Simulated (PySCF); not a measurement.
Isomers of C6H12ClFO, mass 154.056 u with the commonest isotopes. Method: PBE0/pcSseg-1 in PySCF (dipole) on a GFN2-xTB geometry, gas phase. One conformer each, none proved a minimum here; rigid rotors.

**Question.** Order these by radius of gyration √(Σ m r²/M), smallest first.
A. `[CH3:1][CH2:2][C@:3]([CH2:4][F:5])([CH2:6][Cl:7])[O:8][CH3:9]` with C1–C2–C3–C4 179°, C2–C3–C4–F5 44°, C2–C3–C6–Cl7 56°, C2–C3–O8–C9 -62°
B. `[CH3:1][O:2][C@@:3]([CH3:4])([CH2:5][Cl:6])[C@@H:7]([CH3:8])[F:9]` with C1–O2–C3–C4 51°, O2–C3–C5–Cl6 174°, O2–C3–C7–C8 -47°
C. `[CH3:1][CH2:2][C@@H:3]([F:4])[C@@H:5]([CH2:6][Cl:7])[O:8][CH3:9]` with C1–C2–C3–F4 57°, C2–C3–C5–C6 42°, C3–C5–C6–Cl7 53°, C3–C5–O8–C9 71°
D. `[CH3:1][O:2][C@:3]([CH3:4])([CH2:5][F:6])[CH2:7][CH2:8][Cl:9]` with C1–O2–C3–C4 56°, O2–C3–C5–F6 80°, O2–C3–C7–C8 -59°, C3–C7–C8–Cl9 175°

**Answer.** B (2.114 Å), A (2.143 Å), C (2.231 Å), D (2.487 Å).

**Question.** Order these by rotational constant C, smallest first.
A. `[CH3:1][O:2][C@@:3]([CH3:4])([CH2:5][Cl:6])[C@@H:7]([CH3:8])[F:9]` with C1–O2–C3–C4 51°, O2–C3–C5–Cl6 174°, O2–C3–C7–C8 -47°
B. `[CH3:1][O:2][C@:3]([CH3:4])([CH2:5][F:6])[CH2:7][CH2:8][Cl:9]` with C1–O2–C3–C4 56°, O2–C3–C5–F6 80°, O2–C3–C7–C8 -59°, C3–C7–C8–Cl9 175°
C. `[CH3:1][CH2:2][C@:3]([CH2:4][F:5])([CH2:6][Cl:7])[O:8][CH3:9]` with C1–C2–C3–C4 179°, C2–C3–C4–F5 44°, C2–C3–C6–Cl7 56°, C2–C3–O8–C9 -62°
D. `[CH3:1][CH2:2][C@@H:3]([F:4])[C@@H:5]([CH2:6][Cl:7])[O:8][CH3:9]` with C1–C2–C3–F4 57°, C2–C3–C5–C6 42°, C3–C5–C6–Cl7 53°, C3–C5–O8–C9 71°

**Answer.** B (568.9 MHz), D (698.1 MHz), C (837.3 MHz), A (858.4 MHz).

**Question.** Order these by rotational constant B, smallest first.
A. `[CH3:1][CH2:2][C@@H:3]([F:4])[C@@H:5]([CH2:6][Cl:7])[O:8][CH3:9]` with C1–C2–C3–F4 57°, C2–C3–C5–C6 42°, C3–C5–C6–Cl7 53°, C3–C5–O8–C9 71°
B. `[CH3:1][O:2][C@@:3]([CH3:4])([CH2:5][Cl:6])[C@@H:7]([CH3:8])[F:9]` with C1–O2–C3–C4 51°, O2–C3–C5–Cl6 174°, O2–C3–C7–C8 -47°
C. `[CH3:1][O:2][C@:3]([CH3:4])([CH2:5][F:6])[CH2:7][CH2:8][Cl:9]` with C1–O2–C3–C4 56°, O2–C3–C5–F6 80°, O2–C3–C7–C8 -59°, C3–C7–C8–Cl9 175°

**Answer.** C (615.7 MHz), B (983.0 MHz), A (1168 MHz).

```tsv
SMILES	point group	Ia (u·Å²)	Ib (u·Å²)	Ic (u·Å²)	κ	μa (D)	μb (D)	μc (D)
CC[C@@H](F)[C@@H](CCl)OC	C1	376.45	432.78	723.93	0.46	0.62	0.29	1.73
CO[C@](C)(CF)CCCl	C1	196.18	820.79	888.42	-0.95	1.70	0.04	0.78
CO[C@@](C)(CCl)[C@@H](C)F	C1	274.52	514.14	588.77	-0.75	0.80	0.73	0.49
CC[C@](CF)(CCl)OC	C1	301.08	510.31	603.60	-0.64	0.98	0.54	0.70
```
